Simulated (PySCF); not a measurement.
## NMR problem set

All values are calculated (PySCF 2.14): GFN2-xTB geometry, shieldings: GIAO PBE0/pcSseg-1, J couplings at B3LYP/pcJ-1 (spin–dipole term left out of most H,H and C,H couplings). Rapidly exchanging positions averaged, isolated molecule, one conformer, no relativistic terms.

Scale: ¹H (31.72 ppm), ¹³C (186.93 ppm) vs TMS (reference shieldings calculated alike). Multiplet labels drop J under 1 Hz and among equivalent protons, and merge close values. Unscaled 3J(H,H) run several per cent high. Splittings of carbon signals by F and P are missing where no couplings were computed. Where no couplings were computed, multiplicities follow the n + 1 count of equivalent neighbours, and m marks all less simple cases (inequivalent or close neighbours, rings, F or P nearby). Vicinal couplings that depend on rotamer populations or ring flexing (ring, CH–CH, X–H and H–F types) are those of the one conformer. Acid and N–H amide carbonyl carbons lie up to 10 ppm further downfield in solution (hydrogen bonding). Shifts are as computed. Against solution values, carbons near 30 ppm lie about +3 ppm off and those near 130 ppm about +5 ppm. Of 1211 compounds with measured shifts, 218 miss one by over three times the rms of a fit or turn the order of signals round; such compounds aren't used in these exercises. Groups on amide-type nitrogens are kept apart (slow C–N rotation). OH and NH positions are gas-phase values without hydrogen bonding to other molecules.

Task: C$_{5}$H$_{13}$P. ¹H NMR (300 MHz, computed): δ 1.29 (m, 4H), 1.13 (m, 6H), 0.97 (m, 3H). ¹³C{¹H} NMR (computed): δ 31.7 (CH2), 15.0 (CH3), 12.6 (CH3). Give a structure.

Result: SMILES CP(CC)CC. 3 carbon signals for 5 carbons: some carbons are equivalent by symmetry or fast rotation. Carbon types of the structure: 2 × CH2, 3 × CH3, which accounts for all hydrogens. δC 15.0: methyl carbon bonded to P. δC 12.6: methyl carbon; aliphatic region, no heteroatom directly attached. δH 1.29: hydrogen on an sp3 CH2 bonded to P. δH 1.13: hydrogen on a methyl carbon.

This is the structure that produced the data.

Task: C$_{5}$H$_{9}$NO. ¹H NMR (500 MHz, computed): δ 5.61 (m, 1H), 5.56 (m, 1H), 5.24 (br, 1H), 4.46 (br, 1H), 2.25 (q, 2H), 1.52 (t, 3H). ¹³C{¹H} NMR (computed): δ 172.4, 159.7, 121.3, 34.5, 20.3. What is it?

Result: `C=C(CC)C(N)=O`. Rings plus π bonds: 2 (no ring in the answer). 5 carbon signals for 5 carbons: no two carbons are equivalent. Carbon types of the structure: 2 × C, 2 × CH2, 1 × CH3, leaving 2 H on heteroatoms. δC 172.4: amide carbonyl carbon; lone-pair donation from the attached heteroatom keeps it upfield of a ketone carbonyl. δC 159.7: α carbon of a C=C–C=O unit; as expected for a trigonal carbon in a double bond. δC 121.3: β carbon of a C=C–C=O unit. δC 34.5: allylic sp3 CH2; aliphatic region, no heteroatom directly attached.

The data come from this structure; uniqueness wasn't tested.

Task: C$_{5}$H$_{9}$NO. ¹H NMR (500 MHz, computed): δ 3.84 (dtt, J = 11.4, 9.0, 4.9 Hz, 1H), 3.63 (br, 1H), 1.84 (s, 3H), 0.71 (m, 2H), 0.16 (m, 2H). ¹³C{¹H} NMR (computed): δ 168.4, 25.0, 24.5, 7.3. Identify the compound.

Result: SMILES CC(=O)NC1CC1. Rings plus π bonds: 2 (1 ring in the answer). 4 carbon signals for 5 carbons: some carbons are equivalent by symmetry or fast rotation. Carbon types of the structure: 1 × C, 1 × CH, 2 × CH2, 1 × CH3, leaving 1 H on heteroatoms. δC 168.4: amide carbonyl carbon; lone-pair donation from the attached heteroatom keeps it upfield of a ketone carbonyl. δC 24.5: methyl carbon α to a carbonyl; the adjacent C=O deshields it moderately. δH 3.63: hydrogen on an amide-type nitrogen; exchangeable, gas-phase position. δH 1.84: hydrogen on a methyl carbon α to a carbonyl; α to C=O.

This is the structure that produced the data.
